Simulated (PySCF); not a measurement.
CH5F3Si2, SMILES F[SiH2]C[SiH](F)F. Atoms are numbered in the order given.

```xyz
11

Si     1.7717    -0.6886    -0.1958
F      2.0746     0.5259     0.8728
C      0.2073    -0.2248    -1.1320
Si    -1.1007     0.5301    -0.0392
F     -2.5739     0.3031    -0.7042
F     -1.1080    -0.2756     1.3818
H      1.5818    -1.9622     0.5690
H      2.9516    -0.7883    -1.1176
H     -0.2142    -1.1385    -1.6059
H      0.4480     0.4903    -1.9475
H     -0.9394     1.9863     0.2300
```
Charge 0, spin multiplicity 1.

Coordinates come from a PBE-D3(BJ)/def2-SVP optimisation. The structure was generated by enumeration, and PubChem lists no compound with its InChIKey, so it may never have been made. The values are those of a single conformer.

Two levels are set side by side: PBE/pcSseg-1 (PySCF) and HF/pcSseg-1 (PySCF). GIAO shifts against CFCl3 (¹⁹F), TMS (²⁹Si), TMS (¹H), TMS (¹³C) at the same level; non-relativistic, no solvent, atoms listed together averaged. Differences are taken from unrounded values.

```json
[
 {"quantity": "δ(²⁹Si) of Si1 (ppm)", "HF": "-2.8", "PBE": "13.3", "PBE minus HF": "16.1"},
 {"quantity": "δ(¹⁹F) of F2 (ppm)", "HF": "-172.2", "PBE": "-240.3", "PBE minus HF": "-68.1"},
 {"quantity": "δ(¹³C) of C3 (ppm)", "HF": "2.2", "PBE": "9.7", "PBE minus HF": "7.5"},
 {"quantity": "δ(²⁹Si) of Si4 (ppm)", "HF": "-13.2", "PBE": "3.3", "PBE minus HF": "16.5"},
 {"quantity": "δ(¹H) of H7, H8 (ppm)", "HF": "5.20", "PBE": "5.94", "PBE minus HF": "0.74"},
 {"quantity": "δ(¹H) of H11 (ppm)", "HF": "5.07", "PBE": "5.84", "PBE minus HF": "0.77"}
]
```

Rough cost on one machine, each run with all the roots and properties that it gave: HF against PBE within a factor of 2.
